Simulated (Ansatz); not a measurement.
Input file for Ansatz (a program for electronic structure): R-SVWN5/def2-TZVPP on BrGaH2O2 (SMILES [OH][Ga]([OH])[Br]), a point of a torsion scan.

Ansatz 0.2 input:
```yaml
crystal:
  periodic: [false, false, false]
  atoms:
    - {symbol: O, position_ang: [-1.02697977, -1.04944446, 0.36629934]}
    - {symbol: Ga, position_ang: [-0.23421580, 0.44112949, -0.00596081]}
    - {symbol: O, position_ang: [1.44795717, 0.55675998, -0.41122044]}
    - {symbol: Br, position_ang: [-1.27492097, 2.40343089, 0.35180392]}
    - {symbol: H, position_ang: [-1.58889688, -1.63477390, -0.13333561]}
    - {symbol: H, position_ang: [2.01777970, -0.20572280, -0.50081368]}
basis:
  gaussian:
    orbitals: def2-TZVPP
hamiltonian:
  xc: {name: SVWN5}
scf: {lower_state_search: off}
```

Output:

```
WARN ansatz: RAYON_NUM_THREADS=1 ignored (pool sized by the plan → 1); use --threads N
Functional definition: SVWN5
these checks for a lower state are left out or cut short: stability, starts, cluster_reference, orbital_swaps, neighbouring_geometries, increment
integrals: 0.11 GiB planned
1164 factors; their error is unknown
mean field: 0.71 GiB planned
mean field evaluation 1: about -126333.3753 eV, gradient 1.0e2 eV
mean field evaluation 2: about -126220.5323 eV, gradient 2.4e2 eV
mean field evaluation 4: about -126347.2009 eV, gradient 2.7e1 eV
mean field evaluation 8: about -126348.4251 eV, gradient 4.1e-1 eV
mean field evaluation 16: about -126348.3867 eV, gradient 9.2e-5 eV
mean field -126348.38670282 eV, -4643.2175693160 hartree, gradient 5.5e-6 eV, S^2 0.000000; 0 other end points of the search recorded, 0 dependent functions left out
reference -126348.38673770 eV, -4643.2175705981 hartree; 42, 42 occupied and 144, 144 virtual orbitals, 1164 factors
Total energy: -126348.38673770 eV, -4643.2175705981 hartree
Checks for a lower state left out: stability, starts, cluster_reference, orbital_swaps, neighbouring_geometries, increment
```

The run converged.

Cost: about 1.7 core-seconds (a rough figure).
